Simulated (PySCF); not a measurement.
## M06-L on Cu⁺ (copper, charge +1)

Configuration: [Ar] 3d9 4p1, one real determinant (an excited configuration). Computed with PySCF 2.14 in aug-cc-pwCVTZ-DK with one added diffuse shell each of s, p, d, f, g type (11s10p8d5f4g, 152 functions), with the spin-free X2C one-electron Hamiltonian (Gaussian nucleus).

| Item | Value |
| --- | --- |
| Total energy | -1654.109 hartree |
| One-electron energy | -2289.265 hartree |
| Hartree (Coulomb) energy | 702.756 hartree |
| Exchange-correlation energy | -67.600 hartree |
| ⟨S²⟩ | 2.0011 |
| ⟨L²⟩ | 8.033 |
| Sum of ⟨r⟩ | 19.09 bohr |
| Sum of ⟨r²⟩ | 26.43 bohr² |
| Traceless quadrupole moment −½Σ⟨3z² − r²⟩ along its main axis | -4.37 e·bohr² |
| Langevin diamagnetic susceptibility | -20.9 ×10⁻⁶ cm³/mol |
| Time after the integrals | of the order of 8 core-seconds |

| shell | electrons | mean orbital energy (eV) | spread (eV) | rms radius, mean of both spins (bohr) |
| --- | --- | --- | --- | --- |
| 1s α | 1 | -8882.2 | 0 | 0.0602 |
| 1s β | 1 | -8882.2 | 0 | 0.0602 |
| 2s α | 1 | -1090.7 | 0 | 0.255 |
| 2s β | 1 | -1089.9 | 0 | 0.255 |
| 2p α | 3 | -940.59 | 1.095 | 0.228 |
| 2p β | 3 | -939.97 | 0.398 | 0.228 |
| 3s α | 1 | -136.60 | 0 | 0.760 |
| 3s β | 1 | -134.27 | 0 | 0.760 |
| 3p α | 3 | -91.715 | 1.911 | 0.808 |
| 3p β | 3 | -89.607 | 0.443 | 0.808 |
| 3d α | 5 | -21.004 | 2.100 | 1.06 |
| 3d β | 4 | -19.741 | 0.924 | 1.06 |
| 4p α | 1 | -9.105 | 0 | 3.27 |

⟨L²⟩ = 8.03 against 12 for a pure F term, so this real determinant mixes terms.

Densities and radii are taken from the X2C orbitals without a picture-change correction, which distorts them close to the nucleus.
